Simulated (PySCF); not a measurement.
Species: C₅H₁₁OSi (doublet state).
Cartesian coordinates in Å at the GFN2-xTB level; atoms count from 1:
```
atom  x, y, z in Å
C1    -3.274    1.865   -0.604
C2    -2.258    1.441   -1.339
O3    -1.388    0.484   -1.005
Si4   -1.240   -0.550    0.260
C5     0.455   -1.343   -0.047
C6     1.590   -0.322    0.041
C7     2.943   -0.958   -0.252
H8    -3.919    2.645   -0.957
H9    -3.487    1.435    0.358
H10   -2.041    1.860   -2.316
H11   -1.360    0.154    1.538
H12    0.624   -2.130    0.689
H13    0.483   -1.819   -1.028
H14    1.408    0.483   -0.675
H15    1.608    0.119    1.040
H16    2.955   -1.384   -1.254
H17    3.738   -0.218   -0.184
H18    3.152   -1.755    0.459
```

The hyperfine couplings belong to this conformer and change with its torsions.

The species is `C=CO[SiH]CCC` [radical].

Method: PySCF 2.14.0, UKS B3LYP, pcH-1 on C H O Si, non-relativistic, mean-field spin-orbit, GIAO. Geometry: GFN2-xTB, one conformer, isolated molecule. The geometry wasn't refined by DFT: couplings that depend on bond lengths, twists or pyramidal angles can differ widely from those at the functional's own minimum, by a factor of two or more for some ions and for spin on atoms past the first row. The SCF solution wasn't tested for stability.

**Question.** Predict the first-order ENDOR lines of H11, H10, H12/H13, H8, H9 and H16/H17/H18 under fast tumbling at B = 1209.3 mT (Q band).

**Answer.** For S = 1/2 in fast tumbling each set of equivalent nuclei gives two lines, ν± = |νn ± a/2| to first order, with νn = g_N μN B/h and μN/h = 7.62259 MHz/T.

```csv
nuclei,isotope,g_N,νn (MHz),a_iso (MHz),lower line (MHz),upper line (MHz)
H11,1H,5.5857,51.49,105.32,1.17,104.15
H10,1H,5.5857,51.49,2.77,50.11,52.87
H12/H13,1H,5.5857,51.49,-2.69,50.14,52.84
H8,1H,5.5857,51.49,-2.20,50.39,52.59
H9,1H,5.5857,51.49,-1.65,50.67,52.31
H16/H17/H18,1H,5.5857,51.49,1.29,50.84,52.14
```

**Question.** Which pairs are centred on the nuclear Larmor frequency, and which on half the coupling?

**Answer.** Centred on νn, since |a| < 2νn: H10, H12/H13, H8, H9 and H16/H17/H18. Centred on |a|/2 and split by 2νn: H11.

Nuclei that the bonding pattern makes equivalent are averaged, as if the motion that swaps them (rotation, inversion, ring flip) were fast. The three 1H nuclei of mean +1.3 MHz run from -0.7 to 4.7 MHz in the frozen geometry.

Hardware: one thread of an Arm Neoverse N1, no GPU, shared host. Cost: 2.4 min wall (with the writing of density and orbital grids), 0.97 GiB resident at most.
